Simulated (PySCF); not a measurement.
All values below come from PBE-D3(BJ)/def2-TZVP // BP86-D3(BJ)/def2-SVP run with PySCF 2.14.0. All species are isolated molecules in the gas phase. One relaxed conformer stands for a flexible species; it need not be the lowest. 

Reference species: [Sc(NH2)3] (neutral, multiplicity 1).

```json
{
 "charge on the central atom (meta-Löwdin)": "1.10 e",
 "HOMO": "-5.19 eV"
}
```

Changed species: [Sc(F)3] (0 of 3 F replaced by NH2; the reference has 3 of 3 F replaced by NH2).

Give the shifts of the charge on the central atom (meta-Löwdin) and HOMO.

the charge on the central atom (meta-Löwdin) rises by 0.34 e, to 1.44 e; the HOMO decreases by 3.99 eV, to -9.18 eV.
